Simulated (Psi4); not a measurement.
C$_{2}$H$_{6}$AlF (SMILES [CH3][Al]([CH3])[F]), singlet, at a GFN2-xTB geometry (such geometries of metal compounds can be far from the true shape).

The Psi4 input:
```
memory 2 GB

molecule mol {
0 1
  Al   -0.018736    0.011285   -0.019500
  C     1.828683   -0.139417   -0.741586
  H     2.237128   -1.149097   -0.657669
  H     2.534954    0.519678   -0.230458
  H     1.842922    0.133997   -1.801557
  C    -0.744254   -0.523133    1.752979
  H    -1.557859   -1.247097    1.644749
  H    -1.172839    0.335368    2.279206
  H     0.003485   -0.968525    2.411143
  F    -1.127866    0.689364   -1.051142
}

set basis def2-svp
set reference rks

energy('b3lyp')
print_variables()
```

### Question
What nuclear repulsion energy does B3LYP/def2-SVP (Psi4) give?

### Answer
151.5155 Eh

### Question
Give the number of basis functions at the level B3LYP/def2-SVP.

### Answer
90

### Question
Estimate the dipole moment that B3LYP/def2-SVP returns for this input.

### Answer
1.82 D

### Question
Give the total energy at the level B3LYP/def2-SVP.

### Answer
-421.9957 Eh
